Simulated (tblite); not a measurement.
Isomers of C7H9F3. Calculated harmonic vibrations of the isolated species, GFN2-xTB (tblite), most abundant isotopes, no scaling. Errors from tens to a few hundred cm⁻¹ against measured bands are possible. One conformer each.

Electronic energies: GFN2-xTB at the same geometries; isomer energies are rough at this level and their order can be wrong.

```json
{"SMILES": "C=C1C[C@@H](F)[C@](F)(CF)C1", "electronic energy, lowest = 0 (kcal/mol)": "7.6"}
{"SMILES": "CCCCC#CC(F)(F)F", "electronic energy, lowest = 0 (kcal/mol)": "33.0"}
{"SMILES": "C[C@]12C[C@](C(F)(F)F)(C1)C2", "electronic energy, lowest = 0 (kcal/mol)": "24.0"}
{"SMILES": "FC(F)C1=CC[C@H](F)CC1", "electronic energy, lowest = 0 (kcal/mol)": "0.0"}
```

Problem. How do GFN2-xTB zero-point energies change the relative energies?

Solution. 
```csv
SMILES,ZPE (kcal/mol),of it from modes above 1550 cm⁻¹,electronic (kcal/mol),"with ZPE, lowest = 0 (kcal/mol)",lowest mode (cm⁻¹),rings
FC(F)C1=CC[C@H](F)CC1,92.3,40.7,0.0,0.0,37,1
C=C1C[C@@H](F)[C@](F)(CF)C1,91.2,41.2,7.6,6.5,50,1
C[C@]12C[C@](C(F)(F)F)(C1)C2,92.1,38.9,24.0,23.8,34,3
CCCCC#CC(F)(F)F,90.3,42.0,33.0,31.1,6,0
```

The zero-point energies span 2.0 kcal/mol, from `CCCCC#CC(F)(F)F` to `FC(F)C1=CC[C@H](F)CC1`. The order is unchanged.

Problem. What do entropy and thermal enthalpy add at 298.15 K and 1 bar (rigid rotor, harmonic oscillator, one conformer each)?

Solution. 
```
                      SMILES  point group  symmetry number  S (cal/(mol K))  H − H(0) (kcal/mol)  ZPE + H − H(0) − TS (kcal/mol)
       FC(F)C1=CC[C@H](F)CC1           C1                1             96.9                 6.48                            69.9
 C=C1C[C@@H](F)[C@](F)(CF)C1           C1                1             97.6                 6.73                            68.8
C[C@]12C[C@](C(F)(F)F)(C1)C2          C3v                3             93.7                 6.48                            70.6
```

Not tabulated: `CCCCC#CC(F)(F)F` (lowest mode only 6 cm⁻¹).
